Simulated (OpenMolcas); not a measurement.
# Levels of Tc I by method

- Program: OpenMolcas 26.06
- Basis: ANO-RCC-VDZP [6s5p3d1f]
- Scalar Hamiltonian: DKH4, point nucleus
- Active space: 7 electrons in 6 orbitals (4d 5s)
- State averaging: 2S+1 = 6 even, 6 roots; 2S+1 = 4 even, 52 roots (40 in the spin-orbit step); 2S+1 = 2 even, 58 roots (11 in the spin-orbit step)
- Spin-orbit coupling: state interaction with AMFI integrals over the reference wave functions, term energies averaged over their components

Methods on the same reference wave functions:
A. CASSCF
B. SS-CASPT2, IPEA 0.25 Eh, imaginary shift 0.1 Eh (closed shells correlated: 4s 4p)
C. MS-CASPT2, IPEA 0.25 Eh, imaginary shift 0.1 Eh (closed shells correlated: 4s 4p)

Energies in cm⁻¹ above 4d⁵ 5s² ⁶S_5/2, the measured ground level; measured values from NIST Handbook of Basic Atomic Spectroscopic Data.

```tsv
Level	A	B	C	Measured
4d⁶ 5s ⁶D_9/2	-1274	8210	8210	2573
4d⁶ 5s ⁶D_7/2	-566	8920	8920	3251
4d⁶ 5s ⁶D_5/2 [70 %]	-80.4	9420	9420	3701
4d⁵ 5s² ⁶S_5/2 [70 %]	0.0	0.0	0.0	0.0
4d⁶ 5s ⁶D_3/2	293	9750	9760	4003
4d⁶ 5s ⁶D_1/2	498	9960	9960	4179
4d⁶ 5s ⁴D_7/2(1)	10655	16660	16640	10517
4d⁶ 5s ⁴D_5/2(1)	11329	17310	17280	11063
4d⁶ 5s ⁴D_3/2(1)	11922	17910	17890	11579
4d⁶ 5s ⁴D_1/2(1)	12302	18300	18280	11891
```

A puts 4d⁶ 5s ⁶D_9/2 lowest.

Deviations, from unrounded energies. A percentage is the sum of absolute deviations over the sum of measured energies, with the sign that they share, or ± where signs differ.

```csv
Against measurement,Levels,A,B,C
mean absolute deviation (cm-1),9,2200,6000,6000
other configurations (%),9,±31.9,+85.5,+85.4
```

A lies closest to measurement on these levels and B furthest from it. The largest miss of A in the table is 4d⁶ 5s ⁶D_9/2, by -3800 cm-1. The ranking rests on the paired levels alone, and a cruder setting can come out closer through cancelling errors.

Between B and C the level of the table that moves most is 4d⁶ 5s ⁴D_5/2(1), by 31 cm-1 (lowest in C, highest in B). Moves below CASPT2's spread within the term are not significant.

The mean deviations of B to C differ by less than CASPT2's widest spread within a term (35 cm-1), so their order carries little weight.

The lowest spin-free term lies below A's lowest term by 0.363 hartree in B, 0.363 hartree in C.

CASPT2 breaks the degeneracy within a term, and the mean is taken; among the terms shown or strongly mixed into the levels shown the widest spread is 35 cm-1 (4d⁶ 5s ⁴D(1), C). Some high roots are left out of the spin-orbit mixing, which shifts the levels that they would mix with. A single d shell beside an s shell can misplace configurations of different d count against each other. Without dynamic correlation excited terms often stand tens of per cent too high (terms of higher spin than the ground term too low), and those without a measured partner can miss by more than the paired ones (holds for A). The lowest computed level is not the ground level that NIST lists (6S5/2) (holds for A). Configurations are named by rounded mean occupations; where the s occupation lies near a half they are strongly mixed, a name can repeat and a true partner stay unpaired (holds for A). Measured partners are found by configuration, term and J. A level has none where our copy of the source lacks it or the pairing is in doubt (some pairs that miss far off the trend of their configuration count as doubtful), and it then counts in no deviation. Only configurations of the active space appear. Levels that lie high or do not pair safely by name in every column are left out.

A share in square brackets marks a mixed level and gives the weight of the term that names it, the lowest over the columns. A number in round brackets counts repeated terms of one configuration in the order of the reference energies.
